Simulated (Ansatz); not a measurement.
Relaxation of CH$_{7}$BClGeN (12 atoms, charge 0, multiplicity 1), to a largest force component of 0.015 eV/Å in at most 40 steps.

Method: Ansatz 0.2.0, RHF/def2-SVP.

```xyz
12
Properties=species:S:1:pos:R:3
C 0.016 0.596 1.698
B -0.627 -0.460 0.697
Cl -1.114 -2.119 1.345
N -0.898 -0.075 -0.744
Ge 0.625 0.004 -1.724
H -0.719 1.528 1.721
H 0.990 0.974 1.333
H 0.110 0.233 2.699
H -1.508 -0.864 -1.107
H 1.464 1.220 -1.191
H 1.419 -1.298 -1.497
H 0.319 0.208 -3.194
```

**Question.** Where does it end, and by what steps?

**Answer.** It converged. After 21 steps the energy has fallen by 1.020 eV; Cl3 moved furthest, 1.53 Å.

```csv
step,energy less start (eV),largest force component (eV/Å),accepted
0,0.0000,3.560,yes
1,-0.5167,1.923,yes
2,-0.6940,0.980,yes
3,-0.8088,0.796,yes
4,-0.8848,0.384,yes
5,-0.9462,0.214,yes
6,-0.9753,0.234,yes
7,-0.9908,0.267,yes
8,-1.0022,0.111,yes
9,-1.0037,0.134,yes
10,-1.0063,0.059,yes
11,-1.0100,0.093,yes
12,-1.0115,0.192,yes
13,-1.0140,0.138,yes
14,-1.0167,0.042,yes
15,-1.0183,0.025,yes
16,-1.0186,0.091,yes
17,-1.0192,0.026,yes
18,-1.0194,0.046,yes
19,-1.0195,0.022,yes
20,-1.0195,0.018,yes
21,-1.0195,0.009,yes
```

```xyz
12
Properties=species:S:1:pos:R:3
C 0.158 0.403 1.681
B -0.823 -0.382 0.722
Cl -2.284 -1.140 1.472
N -0.655 -0.537 -0.658
Ge 0.705 0.099 -1.742
H -0.380 1.214 2.178
H 1.026 0.832 1.176
H 0.519 -0.261 2.471
H -1.367 -1.062 -1.130
H 0.751 1.629 -1.691
H 2.053 -0.471 -1.288
H 0.373 -0.380 -3.158
```

Whether the end is a true minimum wasn't checked by a vibrational analysis.

Time of the run: 31 s on 2 threads of AMD EPYC 9R45 96-Core Processor (Zen 5), on a shared host, peak memory 0.34 GiB.
